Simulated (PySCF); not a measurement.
C2H8F3NSi2.
Cartesian coordinates in Å at the PBE0-D3(BJ)/def2-SVP level; atoms count from 1:
```
atom  x, y, z in Å
F1     3.7103    0.2713    0.5999
C2     2.4874   -0.2053    0.3538
F3     2.4113   -0.4807   -0.9526
F4     2.3595   -1.3611    1.0142
C5     1.4208    0.7870    0.7714
N6     0.0840    0.3171    0.5632
Si7   -0.7959    0.4328   -0.9414
Si8   -3.0739    0.3787   -0.3871
H9     1.6072    1.0326    1.8304
H10    1.5992    1.7081    0.1934
H11   -0.1973   -0.4006    1.2227
H12   -0.5036   -0.6329   -1.9564
H13   -0.4058    1.7429   -1.5483
H14   -3.9271    0.2753   -1.6112
H15   -3.4564    1.6073    0.3746
H16   -3.3437   -0.8124    0.4801
```

The closed-shell ground state was solved at several levels (PySCF, density fitting, gas phase, non-relativistic).

```tsv
level	basis functions	HOMO (eV)	LUMO (eV)	gap (eV)	dipole (D)
PBE0/pcSseg-1	190	-7.32	-0.14	7.18	1.58
wB97X-D/def2-SVPD	241	-9.21	1.49	10.70	1.70
```

Question: Estimate the row for B97-2/pcSseg-1, a basis of 190 functions; the other rows only guide the guess.

Answer: HOMO -7.07 eV, LUMO -0.13 eV, gap 6.94 eV, dipole 1.58 D.

Question: Over all these levels, which gives the widest orbital gap and which the narrowest?

Answer: wB97X-D/def2-SVPD (range-separated hybrid) has the widest, 10.70 eV, and B97-2/pcSseg-1 (global hybrid, 21 % exact exchange) the narrowest, 6.94 eV. Functional and basis both differ between the two, so the spread mixes both effects.

Question: How far do the dipole and the HOMO energy spread over the levels?

Answer: The dipole runs from 1.58 to 1.70 D (mean 1.62 D) and the HOMO from -9.21 to -7.07 eV.

One conformer stands for the species.
